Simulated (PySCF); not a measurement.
Isomers of C3H8BFO, mass 90.065 u with the commonest isotopes. Theory: PySCF 2.14.0, PBE0-D3(BJ)/def2-SVP geometry optimisation, gas phase. One conformer each, none proved a minimum here; rigid rotors.

**Question.** Order these by rotational constant B, largest first.
A. `[CH3:1][CH:2]([CH3:3])[O:4][BH:5][F:6]` with C1–C2–O4–B5 139°, C2–O4–B5–F6 0°
B. `[CH3:1][CH2:2][B:3]([F:4])[O:5][CH3:6]` with C1–C2–B3–F4 -179°, C2–B3–O5–C6 180°
C. `[BH2:1][O:2][C@@H:3]([F:4])[CH2:5][CH3:6]` with H–B1–O2–C3 180° and 1°, B1–O2–C3–F4 111°, O2–C3–C5–C6 64°
D. `[BH2:1][O:2][C:3]([CH3:4])([CH3:5])[F:6]` with H–B1–O2–C3 0° and 180°, B1–O2–C3–C4 -65°
E. `[BH3-:1][O+:2]1[CH2:3][CH2:4][C@@H:5]1[F:6]` with B1–O2–C3–C4 136°, O2–C3–C4–C5 -8°, C3–C4–C5–F6 121°, B1–O2–C5–C4 -136°

**Answer.** E (3544 MHz), C (3103 MHz), D (2948 MHz), B (2426 MHz), A (2246 MHz).

**Question.** Order these by dipole moment, largest first.
A. `[BH2:1][O:2][C@@H:3]([F:4])[CH2:5][CH3:6]` with H–B1–O2–C3 180° and 1°, B1–O2–C3–F4 111°, O2–C3–C5–C6 64°
B. `[BH3-:1][O+:2]1[CH2:3][CH2:4][C@@H:5]1[F:6]` with B1–O2–C3–C4 136°, O2–C3–C4–C5 -8°, C3–C4–C5–F6 121°, B1–O2–C5–C4 -136°
C. `[BH2:1][O:2][C:3]([CH3:4])([CH3:5])[F:6]` with H–B1–O2–C3 0° and 180°, B1–O2–C3–C4 -65°
D. `[CH3:1][CH:2]([CH3:3])[O:4][BH:5][F:6]` with C1–C2–O4–B5 139°, C2–O4–B5–F6 0°
E. `[CH3:1][CH2:2][B:3]([F:4])[O:5][CH3:6]` with C1–C2–B3–F4 -179°, C2–B3–O5–C6 180°

**Answer.** B (5.57 D), C (2.29 D), A (2.01 D), D (1.72 D), E (0.98 D).

**Question.** Order these by radius of gyration √(Σ m r²/M), smallest first.
A. `[CH3:1][CH2:2][B:3]([F:4])[O:5][CH3:6]` with C1–C2–B3–F4 -179°, C2–B3–O5–C6 180°
B. `[CH3:1][CH:2]([CH3:3])[O:4][BH:5][F:6]` with C1–C2–O4–B5 139°, C2–O4–B5–F6 0°
C. `[BH2:1][O:2][C@@H:3]([F:4])[CH2:5][CH3:6]` with H–B1–O2–C3 180° and 1°, B1–O2–C3–F4 111°, O2–C3–C5–C6 64°
D. `[BH3-:1][O+:2]1[CH2:3][CH2:4][C@@H:5]1[F:6]` with B1–O2–C3–C4 136°, O2–C3–C4–C5 -8°, C3–C4–C5–F6 121°, B1–O2–C5–C4 -136°

**Answer.** D (1.597 Å), C (1.728 Å), B (1.768 Å), A (1.817 Å).

```csv
SMILES,point group,Ia (u·Å²),Ib (u·Å²),Ic (u·Å²),κ,μa (D),μb (D),μc (D)
BO[C@@H](F)CC,C1,118.09,162.89,256.69,-0.02,1.73,0.52,0.88
[BH3-][O+]1CC[C@@H]1F,C1,101.82,142.60,214.76,-0.09,3.55,4.26,0.47
CC(C)OBF,C1,83.38,225.05,254.70,-0.87,1.60,0.35,0.53
CCB(F)OC,near Cs,93.86,208.35,292.80,-0.62,0.74,0.64,0.01
CBO[C@@H](C)F,C1,75.04,210.77,255.57,-0.82,0.67,0.09,1.54
BOC(C)(C)F,Cs,106.71,171.45,175.24,-0.93,0.45,0.04,2.25
```
